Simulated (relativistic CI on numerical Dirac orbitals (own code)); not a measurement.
Input to a radial Dirac CI calculation:

```
atom As  Z=33  charge=31  electrons=2
nucleus A=75  rms_radius_fm=4.0968
hamiltonian dirac-coulomb  breit=on  qed=on  c_scale=1
orbitals kli  potential=per-configuration
slater_scale 1
correlation none
mixing on
configurations
  1s2
  1s 2p
  1p 2p
  1s 1p
end
```

Task: How did the run end?

Result: The self-consistent field of one configuration failed: SCF of 1p 2p ended with code -1.
